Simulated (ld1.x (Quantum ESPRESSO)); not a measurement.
# Cutoff test, Sb, ultrasoft

antimony, ultrasoft, made with ld1.x (Quantum ESPRESSO) 7.5 (PBE, scalar-relativistic). Core [Kr] 4d10, reference 5s2 5p3. Waves: 5s (bound): rcut 1.95, rcutus 2.20 bohr; 5s channel at 3.55 Ry: rcut 1.95, rcutus 2.20 bohr; 5p (bound): rcut 2.50, rcutus 2.80 bohr; 5p channel at 0.3 Ry: rcut 2.50, rcutus 2.80 bohr; 5d channel at 0.35 Ry: rcut 1.80, rcutus 2.15 bohr; 5d channel at 1.75 Ry: rcut 1.80, rcutus 2.15 bohr. Local part: all-electron potential smoothed inside 1.85 bohr (lloc = -1). Core correction: Bessel-smoothed model core inside 1.85 bohr. Augmentation charge: PSQ, radius 1.70 bohr.

The pseudo-atom Hamiltonian at the reference potential is diagonalised in spherical Bessel functions j_l(qr) that vanish at 20 bohr, with q² up to the cutoff. All-electron valence levels (Ry): 5s -0.9430, 5p -0.3548.

How do the lowest levels (Ry) of each channel move with the cutoff, and are there ghosts?

```tsv
cutoff (Ry)	s #1	s #2	p #1	p #2	d #1	d #2	f #1	Σ f·Δε (mRy)
8	-0.9428	-0.0358	-0.3543	0.0233	0.0508	0.1249	0.1093	2.1
10	-0.9428	-0.0359	-0.3547	0.0233	0.0508	0.1248	0.1093	0.7
12	-0.9429	-0.0360	-0.3548	0.0233	0.0501	0.1224	0.1093	0.4
15	-0.9430	-0.0360	-0.3548	0.0233	-0.8064	0.0512	0.1093	0.2
400	-0.9431	-0.0360	-0.3548	0.0233	-1.8977	0.0511	0.1093	0.0
```

Result: ghost state, extra bound levels that the all-electron valence spectrum of the same l lacks: d at -25.8 eV (a true bound ghost makes a file unfit for plane-wave use); 10 mRy is reached at 6 Ry and 1 mRy at 10 Ry.

Its largest configuration-test error is -617 meV.
